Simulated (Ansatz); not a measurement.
Born–Oppenheimer molecular dynamics of C3H10Si (14 atoms, charge 0, multiplicity 1). It starts from a rough guess of a transition structure, not a stationary point.

The calculation used UKS B3LYP/STO-3G (Ansatz 0.2.0).

```yaml
ensemble: NVE (velocity Verlet)
time_step: 0.5 fs
steps_asked: 150
starting_velocities_drawn_for: 300 K
seed: 530884
```

First frame:

```xyz
14
Properties=species:S:1:pos:R:3
Si -0.557 -0.153 -0.533
C 0.857 0.365 1.020
C -0.095 -0.172 2.060
H -1.173 -0.419 1.229
H -1.646 0.815 -0.370
H -0.797 -1.595 -0.425
C 0.111 0.090 -2.304
H 1.019 1.434 1.093
H 1.803 -0.155 0.969
H -0.423 0.521 2.823
H 0.176 -1.134 2.475
H -0.642 -0.198 -3.036
H 0.990 -0.521 -2.493
H 0.380 1.122 -2.509
```

Task: How far do the bonds stretch over the last three quarters of this one trajectory? (Pairs bonded in most of those frames.)

Result: 
```
  bond  mean (Å)  spread (Å)  shortest  longest
Si1–C2     1.937       0.154      1.67     2.15
Si1–H5     1.457       0.029      1.41     1.50
Si1–H6     1.452       0.020      1.41     1.49
Si1–C7     1.897       0.064      1.80     1.98
 C2–C3     1.583       0.075      1.45     1.69
 C2–H8     1.107       0.036      1.05     1.17
 C2–H9     1.104       0.013      1.08     1.13
 C3–H4     1.138       0.098      0.96     1.33
C3–H10     1.135       0.095      0.98     1.28
C3–H11     1.115       0.053      1.03     1.20
C7–H12     1.104       0.040      1.04     1.16
C7–H13     1.098       0.008      1.08     1.11
C7–H14     1.098       0.014      1.07     1.12
```

Mean temperature of the second half: 1085 K. The conserved energy stayed within 1.5 meV per atom of its start (net change -0.048 meV per atom), so the integration is sound. The kinetic energy rose, since the run started high on the potential surface and went downhill. A run of 0.075 ps of so small a system gives no equilibrium averages. The orbitals were unrestricted but ended closed-shell. Limits of this set-up: minimal basis.

The run took 9.1 min on 1 thread of Arm Neoverse V1, on a shared host, peak memory 0.13 GiB.
